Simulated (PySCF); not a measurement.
How methods differ on the excitation energy of Ar²⁺

Ar²⁺ [Ne] 3s2 3p4 (3P) → Ar²⁺ [Ne] 3s1 3p5, s spin flipped, as a difference of total energies. All numbers are calculated (PySCF 2.14, no relativity, point nucleus, in aug-cc-pwCVTZ (8s7p5d3f, 75 functions)). Correlated levels: valence: [Ne] frozen; valence and next inner shell: 1s2 frozen; nothing frozen. The calculations carry no spin-orbit coupling.

| method | excitation energy (eV) |
| --- | --- |
| UHF | 20.984 |
| LDA | 15.923 |
| PBE | 16.263 |
| PBE0 | 17.414 |
| r2SCAN | 17.401 |
| BHandHLYP | 18.415 |
| M06-L | 17.649 |
| MN15 | 16.055 |
| M06 | 17.398 |
| MP2 (valence) | 18.387 |
| SCS-MP2 (valence) | 18.019 |
| MP2 (valence and next inner shell) | 18.168 |
| SCS-MP2 (valence and next inner shell) | 17.841 |
| MP2 (all electrons) | 18.158 |
| SCS-MP2 (all electrons) | 17.834 |

Q: How much does correlation contribute at MP2 (all electrons)?

A: 18.158 − (20.984) = -2.826 eV, measured against UHF.

The upper determinant mixes two multiplicities, so it lies between the two terms.
